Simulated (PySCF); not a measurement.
C3H9NSi, SMILES C1C[SiH](C1)N. Geometry optimised at PBE0-D3(BJ)/def2-SVP. Other conformers were not sampled.

The numbers are results of PBE0-D3(BJ)/def2-SVP (PySCF 2.14.0), not measurements.

Harmonic wavenumbers (cm⁻¹): 120, 137, 242, 266, 321, 450, 565, 639, 659, 697, 803, 826, 871, 896, 907, 960, 965, 980, 1064, 1155, 1207, 1234, 1283, 1406, 1427, 1468, 1538, 2218, 3059, 3072, 3074, 3114, 3153, 3156, 3631, 3735. Rotational constants (GHz): 7.921, 2.929, 2.478; symmetry number 1.

### Question
Work out the zero-point energy and the ideal-gas rigid-rotor harmonic-oscillator thermochemistry at 298.15 K and 1 atm.

### Answer
ZPE = ½ Σ hcν = ½ × 51294 cm⁻¹ = 73.33 kcal/mol. H − E(el) = 78.28 kcal/mol. Entropy in cal/(mol K): translation 39.31, rotation 26.13, vibration 14.46, total 79.90. G − E(el) = 54.45 kcal/mol. Cp = 27.58 cal/(mol K). Modes under 150 cm⁻¹ make the vibrational entropy uncertain.
